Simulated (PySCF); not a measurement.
Species: H7NOSeSi2.
Numbering: `[NH2:1][Si@H:2]([OH:3])[Se:4][SiH3:5]` (hydrogens: H6, H7 on N1; H8 on Si2; H9 on O3; H10, H11, H12 on Si5)

Theory: PBE0-D3(BJ)/def2-SVP geometry optimisation, gas phase (PySCF).

Task: What internal coordinates does the optimisation give?

Result: 
```
                     bond  length (Å)
                   N1–Si2       1.717
                   Si2–O3       1.658
                  Si2–Se4       2.286
                  Se4–Si5       2.285
             N1–H6, N1–H7       1.014
                   Si2–H8       1.488
                    O3–H9       0.963
Si5–H10, Si5–H11, Si5–H12       1.492
```

Bonds in one row agree within 0.01 Å and their mean is given. A selection of angles:
```
      angle  degrees
  Si2–N1–H6    120.6
   H6–N1–H7    112.0
  N1–Si2–O3    109.8
 N1–Si2–Se4    102.8
  N1–Si2–H8    118.8
 O3–Si2–Se4    114.9
  O3–Si2–H8    102.5
 Se4–Si2–H8    108.7
  Si2–O3–H9    115.3
Si2–Se4–Si5     94.7
Se4–Si5–H10    111.5
Se4–Si5–H11    110.4
Se4–Si5–H12    106.4
H10–Si5–H11    109.0
```

Torsions: N1–Si2–Se4–Si5 -159° (antiperiplanar); H9–O3–Si2–N1 -58° (synclinal).

Si2 (oxygen-bound silicon) is distorted tetrahedral (angles from 102.5° to 118.8°). Si5 (SiH3 silicon) is tetrahedral (angles from 106.4° to 111.5°). N1 (silicon-bound nitrogen) has angles 120.6°, 120.6° and 112.0°, sum 353.2°, 0.18 Å off the plane of its three neighbours.

Point group: C1 (no symmetry element, even within 0.4 Å). No frequency check. The numbers are those of one conformer (H–N1–Si2–O3 -51° and 160°, N1–Si2–O3–H -58°, N1–Si2–Se4–Si5 -159°).
